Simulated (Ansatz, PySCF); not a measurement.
Reaction (SMILES): N[SiH2][SiH2]N -> 2 N[SiH2] (the Si-Si bond at the site shown breaks; other sites are not compared here)
Structures are relaxed separately at B3LYP-D3(BJ)/def2-TZVP in Ansatz (a quantum-chemistry and plane-wave program), one conformer each, not searched for the lowest. Frequencies are from Ansatz or PySCF.
Geometry of the first species:
```xyz
12

N     -1.5628     0.1500     1.1628
Si    -1.1791    -0.3618    -0.4480
Si     1.1313     0.0320    -0.6641
N      1.6528     0.4706     0.9295
H     -2.4916     0.0239     1.5356
H     -1.1507     1.0057     1.5034
H     -1.5239    -1.8019    -0.5579
H     -1.9335     0.3221    -1.5390
H      1.4325     1.1718    -1.5668
H      1.8131    -1.1530    -1.2625
H      2.6048     0.7575     1.0990
H      1.2889    -0.0520     1.7122
```
Charge 0, spin multiplicity 1.

Property: bond dissociation energy (enthalpy at 298 K, with B3LYP-D3(BJ) rigid-rotor harmonic-oscillator terms), in kJ/mol. Correlated levels leave the core frozen unless marked. Open shells are spin-unrestricted. No spin-orbit coupling. Non-relativistic. CBS(X,Y): correlation extrapolated as X^-3; Hartree-Fock from the larger set.

Level to compare with: CCSD(T)/CBS(aug-cc-pV(T+d)Z,aug-cc-pV(Q+d)Z) (Ansatz), 306.6 kJ/mol. It is a level with limits of its own, and the differences hold the functionals' basis error too.

Rank these functionals by how close they come to CCSD(T)/CBS(aug-cc-pV(T+d)Z,aug-cc-pV(Q+d)Z), closest first: PBE0/def2-TZVPD (Ansatz); r2SCANh/def2-TZVPD (Ansatz); LC-wPBE/def2-TZVPD (Ansatz).

LC-wPBE/def2-TZVPD (range-separated hybrid, 286.0 kJ/mol, difference -20.6), PBE0/def2-TZVPD (global hybrid, 279.7 kJ/mol, difference -26.9), r2SCANh/def2-TZVPD (hybrid meta-GGA, 271.9 kJ/mol, difference -34.7)
